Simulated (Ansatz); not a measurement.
Species: GeF$_{3}$, charge 0, multiplicity 2. It need not be the lowest isomer of its formula. SMILES: [F][Ge]([F])[F]
Structure (B3LYP-D3(BJ)/def2-TZVP (Ansatz, a first-principles code) minimum search):
```
Ge
F 1 1.7346
F 1 1.7346 2 106.47
F 1 1.7346 2 106.47 3 -113.30
```
Charge 0, spin multiplicity 2.

Quantity: vertical electron affinity (to the singlet state of charge -1; a negative value means that the extra electron is unbound and the number depends on the basis; each state is the SCF solution reached for its spin; the molecule has degenerate orbitals, so one determinant may break the symmetry), in eV. Valence correlation only, unless marked. UHF or UKS for open shells. Spin-orbit coupling is left out. The frozen core is the preceding noble-gas configuration, with the filled d and f shells of earlier blocks. Non-relativistic. Anions need diffuse functions: aug- sets have them; def2-D sets add few. CBS(X,Y): correlation extrapolated as X^-3; Hartree-Fock from the larger set. The bracket is a focal-point correction in the basis named.

| level | program | vertical electron affinity (eV) |
|---|---|---|
| SVWN5/def2-TZVPD | Ansatz | (withheld) |
| PBE/def2-TZVPD | Ansatz | (withheld) |
| r2SCAN/def2-TZVPD | Ansatz | 2.75 |
| BHLYP/def2-TZVPD | Ansatz | 2.91 |
| wB97M-V/def2-TZVPD | Ansatz | 2.95 |
| wB97X-V/def2-TZVPD | Ansatz | (withheld) |
| RI-MP2/CBS(aug-cc-pVTZ,aug-cc-pVQZ)+[CCSD(T)-MP2]/aug-cc-pVDZ | Ansatz | 2.89 |

**Question.** What belongs in the gaps?

**Answer.** 
- SVWN5/def2-TZVPD, vertical electron affinity (eV): 3.13
- PBE/def2-TZVPD, vertical electron affinity (eV): 2.82
- wB97X-V/def2-TZVPD, vertical electron affinity (eV): 2.92
